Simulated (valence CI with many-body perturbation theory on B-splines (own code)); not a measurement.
E1 transitions of Pb L

Computed by relativistic CI+MBPT: five valence electrons over a frozen Dirac-Fock core [Ar] 3d10, radial functions for each j: 9 s, 9 p, 8 d, 6 f, 3 g, 1 h, with the one-electron correlation potential Σ1 (screened to all orders), the two-electron term Σ2, the three-electron term Σ3, Breit, model QED; selected single and double excitations, second order for the rest (own B-spline code, finite nucleus).

No measured spectrum was set against this ion. As an estimate, large intervals hold to a few tenths of a per cent, small ones and those within an open d or f shell to about a per cent. Among the levels kept, up to 330 cm⁻¹ of a level comes from second order outside the variational space, and about a tenth of that is noise between levels of different J, which matters for small intervals.

Lines 101 to 150 of 210 in falling wavelength, among levels below 4380.0 × 10³ cm⁻¹, chosen from the strongest by gf and those to the six lowest levels. Wavelengths and rates use the calculated energies. Electric multipoles are in the length gauge, E1 and E2 with the static RPA response of the core. Weak lines are less certain than strong ones. Lines between different terms over intervals too small for the method are left out, as are lines whose strength nearly cancels. Where a level lies close to another of its J and parity, the split of strength between their lines is uncertain. The highest levels of a list are the least certain.

Levels are named by their leading jj configuration (3d3/2^4 stands for four electrons in 3d with j = 3/2), which in mixed levels can hold well under half, so a name can repeat and another be missing. Letters in brackets count levels of one name in rising energy.

| λ vac (Å) | Upper | Lower | A (s⁻¹) | log gf | Branch % |
| --- | --- | --- | --- | --- | --- |
| 64.26 | (4s^2 4p1/2 4p3/2 4d3/2) J=3/2 [b] | (4s^2 4p1/2 4p3/2^2) J=1/2 | 2.16e+09 | -2.27 | 0.1 |
| 63.90 | (4s^2 4p1/2 4p3/2 4d3/2) J=1/2 [b] | (4s^2 4p1/2 4p3/2^2) J=1/2 | 4.53e+08 | -3.26 | 0.0 |
| 63.40 | (4s 4p1/2^2 4p3/2 4d3/2) J=3/2 [b] | (4s 4p1/2^2 4p3/2^2) J=5/2 | 1.18e+10 | -1.54 | 1.9 |
| 62.29 | (4s^2 4p1/2 4p3/2 4d3/2) J=5/2 [b] | (4s^2 4p1/2 4p3/2^2) J=5/2 | 3.92e+09 | -1.86 | 0.1 |
| 61.70 | (4s^2 4p1/2 4p3/2 4d3/2) J=3/2 [b] | (4s^2 4p1/2 4p3/2^2) J=5/2 | 2.43e+09 | -2.26 | 0.1 |
| 61.27 | (4s^2 4p1/2^2 4f5/2) J=5/2 | (4s^2 4p1/2^2 4d5/2) J=5/2 | 1.17e+10 | -1.40 | 5.0 |
| 60.52 | (4s 4p1/2^2 4p3/2 4d3/2) J=5/2 [b] | (4s 4p1/2^2 4p3/2^2) J=5/2 | 5.13e+09 | -1.77 | 0.4 |
| 60.38 | (4s^2 4p1/2 4p3/2 4d3/2) J=5/2 [b] | (4s^2 4p1/2 4p3/2^2) J=3/2 | 5.00e+08 | -2.79 | 0.0 |
| 59.83 | (4s^2 4p1/2 4p3/2 4d3/2) J=3/2 [b] | (4s^2 4p1/2 4p3/2^2) J=3/2 | 4.49e+08 | -3.02 | 0.0 |
| 59.52 | (4s^2 4p1/2 4p3/2 4d3/2) J=1/2 [b] | (4s^2 4p1/2 4p3/2^2) J=3/2 | 1.95e+10 | -1.68 | 0.6 |
| 59.41 | (4s^2 4p1/2 4p3/2 4d5/2) J=3/2 [a] | (4s^2 4p1/2 4p3/2^2) J=1/2 | 2.08e+09 | -2.36 | 1.0 |
| 58.93 | (4s^2 4p1/2 4p3/2 4d5/2) J=7/2 [a] | (4s^2 4p1/2 4p3/2^2) J=5/2 | 1.17e+09 | -2.31 | 98.1 |
| 58.68 | (4s 4p1/2^2 4p3/2 4d5/2) J=3/2 [a] | (4s 4p1/2^2 4p3/2^2) J=3/2 | 9.90e+10 | -0.69 | 26.7 |
| 58.13 | (4s 4p1/2^2 4p3/2 4d5/2) J=3/2 [a] | (4s 4p1/2^2 4p3/2^2) J=1/2 | 2.90e+10 | -1.23 | 7.8 |
| 57.71 | (4s^2 4p1/2^2 4f7/2) J=7/2 | (4s^2 4p1/2^2 4d5/2) J=5/2 | 1.91e+11 | -0.12 | 99.3 |
| 57.22 | (4s^2 4p1/2 4p3/2 4d5/2) J=3/2 [a] | (4s^2 4p1/2 4p3/2^2) J=5/2 | 2.24e+10 | -1.36 | 10.2 |
| 56.54 | (4s^2 4p1/2 4p3/2 4d5/2) J=5/2 [a] | (4s^2 4p1/2 4p3/2^2) J=5/2 | 1.48e+11 | -0.37 | 62.5 |
| 55.61 | (4s^2 4p1/2 4p3/2 4d5/2) J=3/2 [a] | (4s^2 4p1/2 4p3/2^2) J=3/2 | 1.93e+11 | -0.45 | 88.4 |
| 55.40 | (4s 4p1/2^2 4p3/2 4d5/2) J=5/2 [a] | (4s 4p1/2^2 4p3/2^2) J=5/2 | 2.40e+11 | -0.18 | 50.8 |
| 55.28 | (4s 4p1/2^2 4p3/2 4d5/2) J=1/2 | (4s 4p1/2^2 4p3/2^2) J=3/2 | 4.27e+10 | -1.41 | 7.8 |
| 55.03 | (4s^2 4p1/2^2 4d5/2) J=5/2 | (4s^2 4p1/2^2 4p3/2) J=3/2 | 3.33e+11 | -0.04 | 100.0 |
| 54.97 | (4s^2 4p1/2 4p3/2 4d5/2) J=5/2 [a] | (4s^2 4p1/2 4p3/2^2) J=3/2 | 5.39e+10 | -0.83 | 22.8 |
| 54.79 | (4s 4p1/2^2 4p3/2 4d5/2) J=1/2 | (4s 4p1/2^2 4p3/2^2) J=1/2 | 4.52e+11 | -0.39 | 82.9 |
| 54.53 | (4s 4p1/2^2 4p3/2 4d5/2) J=3/2 [b] | (4s 4p1/2^2 4p3/2^2) J=3/2 | 5.63e+10 | -1.00 | 4.9 |
| 54.33 | (4s^2 4p1/2 4p3/2 4d5/2) J=3/2 [b] | (4s^2 4p1/2 4p3/2^2) J=1/2 | 3.96e+11 | -0.15 | 75.5 |
| 54.06 | (4s 4p1/2^2 4p3/2 4d5/2) J=3/2 [b] | (4s 4p1/2^2 4p3/2^2) J=1/2 | 3.42e+11 | -0.22 | 29.6 |
| 53.95 | (4s 4p1/2^2 4p3/2 4d5/2) J=5/2 [b] | (4s 4p1/2^2 4p3/2^2) J=3/2 | 5.10e+11 | 0.13 | 39.8 |
| 53.93 | (4s^2 4p1/2 4p3/2 4d5/2) J=1/2 | (4s^2 4p1/2 4p3/2^2) J=1/2 | 5.47e+11 | -0.32 | 80.3 |
| 53.82 | (4s 4p1/2^2 4p3/2 4d5/2) J=3/2 [a] | (4s 4p1/2^2 4p3/2^2) J=5/2 | 6.51e+10 | -0.95 | 17.6 |
| 53.75 | (4s 4p1/2^2 4p3/2 4d5/2) J=7/2 [a] | (4s 4p1/2^2 4p3/2^2) J=5/2 | 3.98e+11 | 0.14 | 79.9 |
| 53.68 | (4s^2 4p1/2 4d3/2^2) J=5/2 | (4s 4p1/2^2 4p3/2^2) J=3/2 | 1.96e+11 | -0.29 | 15.0 |
| 53.28 | (4s 4p1/2^2 4p3/2 4d3/2) J=5/2 [a] | (4s^2 4p1/2^2 4d5/2) J=5/2 | 1.57e+07 | -4.40 | 0.0 |
| 53.28 | (4s^2 4p1/2 4p3/2 4d5/2) J=5/2 [b] | (4s^2 4p1/2 4p3/2^2) J=5/2 | 1.40e+11 | -0.45 | 12.1 |
| 53.15 | (4s^2 4p1/2 4p3/2 4d5/2) J=7/2 [b] | (4s^2 4p1/2 4p3/2^2) J=5/2 | 7.63e+11 | 0.41 | 100.0 |
| 53.11 | (4s 4p1/2^2 4p3/2 4d3/2) J=3/2 [a] | (4s^2 4p1/2^2 4d5/2) J=5/2 | 4.96e+08 | -3.08 | 0.5 |
| 52.49 | (4s^2 4p1/2 4p3/2 4d5/2) J=3/2 [b] | (4s^2 4p1/2 4p3/2^2) J=5/2 | 9.76e+10 | -0.79 | 18.6 |
| 51.93 | (4s 4p1/2^2 4p3/2 4d5/2) J=7/2 [b] | (4s 4p1/2^2 4p3/2^2) J=5/2 | 3.76e+11 | 0.08 | 33.3 |
| 51.88 | (4s^2 4p1/2 4p3/2 4d5/2) J=5/2 [b] | (4s^2 4p1/2 4p3/2^2) J=3/2 | 9.73e+11 | 0.37 | 83.8 |
| 51.83 | (4s 4p1/2^2 4p3/2 4d3/2) J=7/2 | (4s^2 4p1/2^2 4d5/2) J=5/2 | 4.89e+10 | -0.80 | 62.6 |
| 51.13 | (4s^2 4p1/2 4p3/2 4d5/2) J=3/2 [b] | (4s^2 4p1/2 4p3/2^2) J=3/2 | 1.73e+09 | -2.57 | 0.3 |
| 50.77 | (4s^2 4p1/2 4p3/2 4d5/2) J=1/2 | (4s^2 4p1/2 4p3/2^2) J=3/2 | 1.18e+11 | -1.04 | 17.4 |
| 50.66 | (4s^2 4p1/2^2 4f5/2) J=5/2 | (4s^2 4p1/2^2 4d3/2) J=3/2 | 2.22e+11 | -0.29 | 94.5 |
| 50.30 | (4s 4p1/2^2 4p3/2 4d5/2) J=3/2 [b] | (4s 4p1/2^2 4p3/2^2) J=5/2 | 4.77e+10 | -1.14 | 4.1 |
| 49.84 | (4s 4p1/2^2 4p3/2 4d3/2) J=3/2 [b] | (4s^2 4p1/2^2 4d5/2) J=5/2 | 6.81e+09 | -1.99 | 1.1 |
| 49.81 | (4s 4p1/2^2 4p3/2 4d5/2) J=5/2 [b] | (4s 4p1/2^2 4p3/2^2) J=5/2 | 4.30e+10 | -1.02 | 3.4 |
| 49.58 | (4s^2 4p1/2 4d3/2^2) J=5/2 | (4s 4p1/2^2 4p3/2^2) J=5/2 | 1.73e+10 | -1.42 | 1.3 |
| 48.04 | (4s 4p1/2^2 4p3/2 4d3/2) J=5/2 [b] | (4s^2 4p1/2^2 4d5/2) J=5/2 | 3.10e+09 | -2.19 | 0.2 |
| 45.68 | (4s 4p1/2 4p3/2^3) J=3/2 [a] | (4s^2 4p1/2 4p3/2^2) J=1/2 | 2.51e+10 | -1.50 | 2.5 |
| 45.07 | (4s 4p1/2^2 4p3/2 4d3/2) J=5/2 [a] | (4s^2 4p1/2^2 4d3/2) J=3/2 | 6.69e+09 | -1.91 | 11.3 |
| 44.95 | (4s 4p1/2^2 4p3/2 4d3/2) J=3/2 [a] | (4s^2 4p1/2^2 4d3/2) J=3/2 | 2.58e+10 | -1.50 | 24.9 |
